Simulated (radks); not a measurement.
Spherical quantum dot in the effective-mass picture: electrons in a parabolic well V = omega^2 r^2 / 2 with omega = 0.428, with a point charge +1 (a donor) at the centre, all in effective atomic units (hartree* = m*/eps^2 hartree, bohr* = eps/m* bohr), one dielectric constant everywhere. Calculated with a radial shooting solver with Libxc functionals: non-relativistic Kohn-Sham, PBEsol, spin-polarised, spherical densities. Levels are named by radial order and angular momentum (1s, 1p, 1d, 2s, ...), and open shells are averaged over m. Results are scaled to m* = 0.033 and eps = 8.2, for which hartree* = 13.35 meV and bohr* = 13.15 nm.

N = 13, configuration 1s2 1p6 1d(up 3, down 0) 2s2. This is the lowest configuration that the search found. Occupied and some empty levels:

| level | occupation | eigenvalue (meV) | <r> (nm) |
|---|---|---|---|
| 1s up | 1 | 53.759 | 27.84 |
| 1s down | 1 | 53.974 | 26.72 |
| 1p up | 3 | 57.247 | 41.55 |
| 1p down | 3 | 57.702 | 41.13 |
| 2s up | 1 | 59.419 | 37.96 |
| 2s down | 1 | 59.760 | 38.62 |
| 1d up | 3 | 60.302 | 47.17 |
| 1d down | 0 | 60.817 | 47.07 |
| 1f up | 0 | 63.711 | 51.46 |
| 1f down | 0 | 64.240 | 51.54 |
| 2p up | 0 | 64.908 | 44.72 |
| 2p down | 0 | 65.230 | 44.87 |
| 1g up | 0 | 67.446 | 55.17 |
| 1g down | 0 | 67.964 | 55.37 |

Energy (meV): total 437.572, kinetic 64.984, external 92.276, Hartree 330.19, exchange-correlation -49.873.
